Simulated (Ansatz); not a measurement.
Species: thionyl fluoride, sum formula SOF2, net charge 0, singlet state. SMILES: S(F)(=O)F
Geometry: optimised at B3LYP-D3(BJ)/def2-TZVP (Ansatz, a first-principles code).

Parts of the frozen-core correlation energy in STO-3G (Ansatz, hartree). Frozen orbitals: 8; correlated occupied orbitals by spin: 13 and 13; virtual: 3 and 3. Spin-orbit coupling is left out. No relativistic terms.

```tsv
term	value
reference (HF)	-662.84595
MP2 opposite-spin	[?]
MP2 same-spin	-0.02220
CCSD correlation	[?]
(T)	[?]
FCI minus CCSD(T)	-0.00184
T1 diagnostic	0.022
largest doubles amplitude	0.095
```

**Question.** What belongs in the gaps?

**Answer.** 
- MP2 opposite-spin, value: -0.09796
- CCSD correlation, value: -0.14385
- (T), value: -0.01184
